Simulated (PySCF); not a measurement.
A structure optimised at ωB97X-D3(BJ)/def2-SVP, used in a PySCF frequency run:

```
Al
H 1 1.5952
C 1 1.9593 2 118.45
H 3 1.1022 1 113.58 2 -178.97
H 3 1.1049 4 107.73 1 -123.30
H 3 1.1051 4 107.64 5 -113.65
C 1 1.9593 2 118.45 3 180.00
H 7 1.1022 1 113.58 2 -178.97
H 7 1.1049 8 107.73 1 -123.30
H 7 1.1051 8 107.64 9 -113.65
```
Charge 0, spin multiplicity 1.

Write its SMILES, formula and point group.

[CH3][AlH][CH3], C2H7Al, C2

What are its rotational constants (standard atomic weights)?

21.423, 4.9755, 4.2504 GHz
